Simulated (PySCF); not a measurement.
Rh(acac)(CO)2 (C7H7O4Rh), SMILES CC1=CC(C)=[O]->[Rh](<-[C-]#[O+])(<-[C-]#[O+])[O]1, multiplicity 1.

Coordinates come from a B3LYP-D3(BJ)/def2-SVP optimisation. The spin state was assumed, not searched. The isomer is the one that the SMILES or the coordinates give; other isomers of the formula were not compared. The def2 effective core potentials stand for the cores of Rh; spin–orbit coupling is left out. Other conformers were not sampled.

Computed with B3LYP-D3(BJ)/def2-SVP in PySCF.

Frequencies are harmonic and unscaled.

```json
[
 {"mode": "1", "ν (cm⁻¹)": "51", "IR (km/mol)": "0.0", "moving atoms (share of kinetic energy)": "O 50 %, C 38 %, H 13 %"},
 {"mode": "2", "ν (cm⁻¹)": "62", "IR (km/mol)": "0.6", "moving atoms (share of kinetic energy)": "O 49 %, Rh 24 %, C 15 %, H 12 %"},
 {"mode": "3", "ν (cm⁻¹)": "80", "IR (km/mol)": "0.3", "moving atoms (share of kinetic energy)": "O 60 %, C 20 %, Rh 15 %"},
 {"mode": "4", "ν (cm⁻¹)": "81", "IR (km/mol)": "2.2", "moving atoms (share of kinetic energy)": "H 83 %, C 12 %"},
 {"mode": "5", "ν (cm⁻¹)": "92", "IR (km/mol)": "0.0", "moving atoms (share of kinetic energy)": "H 93 %"},
 {"mode": "6", "ν (cm⁻¹)": "93", "IR (km/mol)": "0.0", "moving atoms (share of kinetic energy)": "O 87 %, C 9 %"},
 {"mode": "7", "ν (cm⁻¹)": "148", "IR (km/mol)": "0.0", "moving atoms (share of kinetic energy)": "O 75 %, C 14 %, H 11 %"},
 {"mode": "8", "ν (cm⁻¹)": "169", "IR (km/mol)": "1.3", "moving atoms (share of kinetic energy)": "C 50 %, H 25 %, O 22 %"},
 {"mode": "9", "ν (cm⁻¹)": "180", "IR (km/mol)": "5.6", "moving atoms (share of kinetic energy)": "O 45 %, C 27 %, Rh 14 %, H 14 %"},
 {"mode": "10", "ν (cm⁻¹)": "243", "IR (km/mol)": "3.1", "moving atoms (share of kinetic energy)": "C 39 %, O 33 %, Rh 25 %"},
 {"mode": "11", "ν (cm⁻¹)": "255", "IR (km/mol)": "0.4", "moving atoms (share of kinetic energy)": "C 53 %, H 30 %, O 14 %"},
 {"mode": "12", "ν (cm⁻¹)": "278", "IR (km/mol)": "1.6", "moving atoms (share of kinetic energy)": "C 53 %, O 19 %, H 16 %, Rh 12 %"},
 {"mode": "13", "ν (cm⁻¹)": "411", "IR (km/mol)": "10.7", "moving atoms (share of kinetic energy)": "C 51 %, O 36 %, H 11 %"},
 {"mode": "14", "ν (cm⁻¹)": "452", "IR (km/mol)": "17.7", "moving atoms (share of kinetic energy)": "C 45 %, O 42 %, H 11 %"},
 {"mode": "15", "ν (cm⁻¹)": "464", "IR (km/mol)": "0.0", "moving atoms (share of kinetic energy)": "C 83 %, O 16 %"},
 {"mode": "16", "ν (cm⁻¹)": "470", "IR (km/mol)": "13.0", "moving atoms (share of kinetic energy)": "C 46 %, O 43 %, Rh 10 %"},
 {"mode": "17", "ν (cm⁻¹)": "480", "IR (km/mol)": "0.2", "moving atoms (share of kinetic energy)": "O 46 %, C 40 %, Rh 14 %"},
 {"mode": "18", "ν (cm⁻¹)": "509", "IR (km/mol)": "32.4", "moving atoms (share of kinetic energy)": "C 59 %, O 22 %, Rh 12 %"},
 {"mode": "19", "ν (cm⁻¹)": "517", "IR (km/mol)": "5.2", "moving atoms (share of kinetic energy)": "C 75 %, O 14 %, Rh 11 %"},
 {"mode": "20", "ν (cm⁻¹)": "564", "IR (km/mol)": "0.0", "moving atoms (share of kinetic energy)": "C 60 %, H 30 %, O 11 %"},
 {"mode": "21", "ν (cm⁻¹)": "624", "IR (km/mol)": "7.8", "moving atoms (share of kinetic energy)": "O 62 %, C 19 %, H 13 %"},
 {"mode": "22", "ν (cm⁻¹)": "635", "IR (km/mol)": "15.9", "moving atoms (share of kinetic energy)": "C 77 %, Rh 13 %, O 10 %"},
 {"mode": "23", "ν (cm⁻¹)": "685", "IR (km/mol)": "7.4", "moving atoms (share of kinetic energy)": "C 44 %, O 36 %, H 20 %"},
 {"mode": "24", "ν (cm⁻¹)": "690", "IR (km/mol)": "2.6", "moving atoms (share of kinetic energy)": "C 60 %, H 29 %, O 10 %"},
 {"mode": "25", "ν (cm⁻¹)": "808", "IR (km/mol)": "11.8", "moving atoms (share of kinetic energy)": "H 87 %, C 12 %"},
 {"mode": "26", "ν (cm⁻¹)": "961", "IR (km/mol)": "0.6", "moving atoms (share of kinetic energy)": "C 53 %, H 35 %, O 12 %"},
 {"mode": "27", "ν (cm⁻¹)": "967", "IR (km/mol)": "10.7", "moving atoms (share of kinetic energy)": "C 67 %, O 17 %, H 16 %"},
 {"mode": "28", "ν (cm⁻¹)": "1031", "IR (km/mol)": "0.1", "moving atoms (share of kinetic energy)": "H 64 %, C 32 %"},
 {"mode": "29", "ν (cm⁻¹)": "1038", "IR (km/mol)": "18.6", "moving atoms (share of kinetic energy)": "H 52 %, C 48 %"},
 {"mode": "30", "ν (cm⁻¹)": "1045", "IR (km/mol)": "0.0", "moving atoms (share of kinetic energy)": "H 55 %, C 44 %"},
 {"mode": "31", "ν (cm⁻¹)": "1049", "IR (km/mol)": "13.6", "moving atoms (share of kinetic energy)": "H 37 %, C 37 %, O 25 %"},
 {"mode": "32", "ν (cm⁻¹)": "1219", "IR (km/mol)": "18.3", "moving atoms (share of kinetic energy)": "H 73 %, C 15 %, O 11 %"},
 {"mode": "33", "ν (cm⁻¹)": "1306", "IR (km/mol)": "35.5", "moving atoms (share of kinetic energy)": "C 70 %, H 24 %"},
 {"mode": "34", "ν (cm⁻¹)": "1376", "IR (km/mol)": "20.5", "moving atoms (share of kinetic energy)": "H 79 %, C 20 %"},
 {"mode": "35", "ν (cm⁻¹)": "1382", "IR (km/mol)": "1.1", "moving atoms (share of kinetic energy)": "H 71 %, C 29 %"},
 {"mode": "36", "ν (cm⁻¹)": "1434", "IR (km/mol)": "78.5", "moving atoms (share of kinetic energy)": "H 73 %, C 23 %"},
 {"mode": "37", "ν (cm⁻¹)": "1444", "IR (km/mol)": "0.0", "moving atoms (share of kinetic energy)": "H 96 %"},
 {"mode": "38", "ν (cm⁻¹)": "1445", "IR (km/mol)": "14.4", "moving atoms (share of kinetic energy)": "H 96 %"},
 {"mode": "39", "ν (cm⁻¹)": "1454", "IR (km/mol)": "56.1", "moving atoms (share of kinetic energy)": "H 84 %, C 14 %"},
 {"mode": "40", "ν (cm⁻¹)": "1494", "IR (km/mol)": "72.7", "moving atoms (share of kinetic energy)": "C 56 %, H 26 %, O 18 %"},
 {"mode": "41", "ν (cm⁻¹)": "1576", "IR (km/mol)": "397.1", "moving atoms (share of kinetic energy)": "C 81 %, H 16 %"},
 {"mode": "42", "ν (cm⁻¹)": "1645", "IR (km/mol)": "531.5", "moving atoms (share of kinetic energy)": "C 73 %, O 24 %"},
 {"mode": "43", "ν (cm⁻¹)": "2117", "IR (km/mol)": "853.5", "moving atoms (share of kinetic energy)": "C 59 %, O 41 %"},
 {"mode": "44", "ν (cm⁻¹)": "2175", "IR (km/mol)": "683.0", "moving atoms (share of kinetic energy)": "C 61 %, O 39 %"},
 {"mode": "45", "ν (cm⁻¹)": "3042", "IR (km/mol)": "7.0", "moving atoms (share of kinetic energy)": "H 97 %"},
 {"mode": "46", "ν (cm⁻¹)": "3042", "IR (km/mol)": "2.5", "moving atoms (share of kinetic energy)": "H 97 %"},
 {"mode": "47", "ν (cm⁻¹)": "3117", "IR (km/mol)": "0.0", "moving atoms (share of kinetic energy)": "H 91 %, C 9 %"},
 {"mode": "48", "ν (cm⁻¹)": "3117", "IR (km/mol)": "6.9", "moving atoms (share of kinetic energy)": "H 91 %, C 9 %"},
 {"mode": "49", "ν (cm⁻¹)": "3156", "IR (km/mol)": "19.4", "moving atoms (share of kinetic energy)": "H 90 %, C 10 %"},
 {"mode": "50", "ν (cm⁻¹)": "3156", "IR (km/mol)": "0.1", "moving atoms (share of kinetic energy)": "H 90 %, C 10 %"},
 {"mode": "51", "ν (cm⁻¹)": "3215", "IR (km/mol)": "6.2", "moving atoms (share of kinetic energy)": "H 92 %, C 8 %"}
]
```
